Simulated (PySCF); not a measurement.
Match the calculated data to a structure.

All candidates are C5H10OSi3.

* 1H NMR: chemical shifts (computed TMS as zero) by class: 5.53 (1 H), 5.14 (3 H), 4.67 (1 H), 2.31 (1 H), 2.03 (1 H), 0.33 (3 H) ppm [GIAO PBE0/pcSseg-1]
* 13C NMR: chemical shifts (computed TMS as zero) by class: 106.0 (1 C), 105.7 (1 C), 89.4 (1 C), 88.0 (1 C), -3.6 (1 C) ppm [GIAO PBE0/pcSseg-1]
* Rotational structure: rotational constants A, B, C: 1.194, 0.597, 0.501 GHz [GFN2-xTB]
* Dipole: 0.58 D [PBE0/pcSseg-1]
* NMR, other nuclei: isotropic shieldings of nuclei other than C and H, by class: 324 (1 O), 387 (1 Si), 394 (1 Si), 419 (1 Si) ppm [GIAO PBE0/pcSseg-1]

Gas-phase values; electronic properties from PySCF, density fitting. Levels stand in brackets. Isolated species at its GFN2-xTB geometry (one conformer only). GFN2-xTB frequencies show an imaginary mode (20i cm⁻¹), so this geometry is no minimum at that level. NMR classes are plain means over equivalent atoms (diastereotopic ones count apart unless rotation or inversion swaps them), as if these changed places fast.

Problem. Which candidate is it?
A. `C#C[Si@@H]1C=C[Si@H](O[SiH3])C1`
B. `C#C[Si@@H]1C=C[Si@@H](O[SiH3])C1`
C. `C#C[Si@@H](C)[Si@@H](C#C)O[SiH3]`
D. `C#C[Si](C#C)(O[SiH3])[SiH2]C`

Solution. C. It is `C#C[Si@@H](C)[Si@@H](C#C)O[SiH3]`. Numbering: `[CH:1]#[C:2][Si@@H:3]([CH3:4])[Si@@H:5]([C:6]#[CH:7])[O:8][SiH3:9]`. Its formula, C5H10OSi3, gives 4 degrees of unsaturation: 0 rings and 4 π bonds in the structure found. 5 carbons fall into 5 classes; from least to most shielded: terminal alkyne carbon [C7] (106.0 ppm), terminal alkyne carbon [C1] (105.7 ppm), alkyne carbon [C6] (89.4 ppm), alkyne carbon [C2] (88.0 ppm), Si-methyl carbon [C4] (-3.6 ppm). Hydrogen classes from least to most shielded: 1 H on an oxygen-bound silicon, Si5 (5.53 ppm), 3 H on an oxygen-bound silicon, Si9 (5.14 ppm), 1 H on an SiH silicon, Si3 (4.67 ppm), 1 H on a terminal alkyne carbon, C7 (2.31 ppm), 1 H on a terminal alkyne carbon, C1 (2.03 ppm), 3 H on an Si-methyl carbon, C4 (0.33 ppm, a mean of values up to 0.5 ppm apart in this geometry). The other shieldings belong to: 324 ppm, siloxane oxygen [O8]; 387 ppm, oxygen-bound silicon [Si5]; 394 ppm, oxygen-bound silicon [Si9]; 419 ppm, SiH silicon [Si3]. The optimised geometry has point group C1 and is an asymmetric top.

The others, at the same levels:
- `C#C[Si@@H]1C=C[Si@H](O[SiH3])C1` fails: its computed 13C shifts are 163.6 (1 C), 160.1 (1 C), 105.3 (1 C), 89.8 (1 C), -5.5 (1 C) ppm, 1H shifts are 7.59 (1 H), 7.53 (1 H), 5.57 (1 H), 5.12 (3 H), 5.03 (1 H), 2.05 (1 H), -0.03 (1 H), -0.27 (1 H) ppm and smallest rotational constant is 0.598 GHz (against 0.501 GHz).
- `C#C[Si@@H]1C=C[Si@@H](O[SiH3])C1` fails: its computed 13C shifts are 163.8 (1 C), 160.4 (1 C), 103.7 (1 C), 89.5 (1 C), -6.8 (1 C) ppm, 1H shifts are 7.56 (1 H), 7.48 (1 H), 5.64 (1 H), 5.18 (1 H), 5.07 (3 H), 1.94 (1 H), 0.05 (1 H), -0.16 (1 H) ppm and rotational constant A is 2.473 GHz (against 1.194 GHz).
- `C#C[Si](C#C)(O[SiH3])[SiH2]C` fails: it has 3 carbon classes against 5; its computed 13C shifts are 101.8 (2 C), 90.7 (2 C), -11.4 (1 C) ppm, 1H shifts are 5.15 (3 H), 4.03 (2 H), 2.09 (2 H), 0.18 (3 H) ppm and rotational constant A is 0.966 GHz (against 1.194 GHz).

Each candidate is one conformer, not necessarily the lowest. The conformers computed, where there is a choice (atom-mapped SMILES and torsion angles):
- `[CH:1]#[C:2][Si@@H:3]([CH3:4])[Si@@H:5]([C:6]#[CH:7])[O:8][SiH3:9]`: C2–Si3–Si5–C6 -4°, Si3–Si5–O8–Si9 -103°
- `[CH:1]#[C:2][Si:3]([C:4]#[CH:5])([O:6][SiH3:7])[SiH2:8][CH3:9]`: C2–Si3–O6–Si7 50°, C2–Si3–Si8–C9 58°

The conformers of `C#C[Si@@H]1C=C[Si@H](O[SiH3])C1` and `C#C[Si@@H]1C=C[Si@@H](O[SiH3])C1` aren't listed.
